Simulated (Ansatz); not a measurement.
CH$_{7}$FGeSi (`[CH3][GeH]([F])[SiH3]`), relaxed with RKS PBE-D4/def2-SVP in the Gaussian-basis code of Ansatz from a rough embedded geometry. The force threshold is 0.03 eV/Å; the program also tests the step.

Total charge 0; spin multiplicity 1.

Start:

```xyz
11

C     0.172   -0.668   -1.535
Ge   -0.795    0.246   -0.210
F    -2.201   -0.680    0.197
Si    0.478    0.506    1.677
H     0.496   -1.674   -1.222
H     1.086   -0.117   -1.874
H    -0.476   -0.816   -2.476
H    -1.266    1.644   -0.731
H     0.945   -0.874    2.160
H    -0.195    1.184    2.719
H     1.756    1.248    1.296
```

```json
{"step": "1", "energy (eV)": "-68235.1394", "largest force (eV/Å)": "2.063", "largest move (Å)": "0.000"}
{"step": "2", "energy (eV)": "-68235.3969", "largest force (eV/Å)": "0.741", "largest move (Å)": "0.146"}
{"step": "3", "energy (eV)": "-68235.4354", "largest force (eV/Å)": "0.138", "largest move (Å)": "0.057"}
{"step": "4", "energy (eV)": "-68235.4387", "largest force (eV/Å)": "0.085", "largest move (Å)": "0.061"}
{"step": "5", "energy (eV)": "-68235.4401", "largest force (eV/Å)": "0.021", "largest move (Å)": "0.020"}
```

End:

```xyz
11

C     0.165   -0.709   -1.657
Ge   -0.763    0.280   -0.241
F    -2.200   -0.673    0.183
Si    0.542    0.504    1.760
H     0.487   -1.700   -1.282
H     1.060   -0.142   -1.982
H    -0.503   -0.852   -2.529
H    -1.315    1.637   -0.772
H     0.952   -0.856    2.254
H    -0.209    1.226    2.845
H     1.784    1.287    1.421
```

Hardware: 4 threads of a server CPU on a shared host. Wall time 7 s, peak host memory 0.18 GiB.
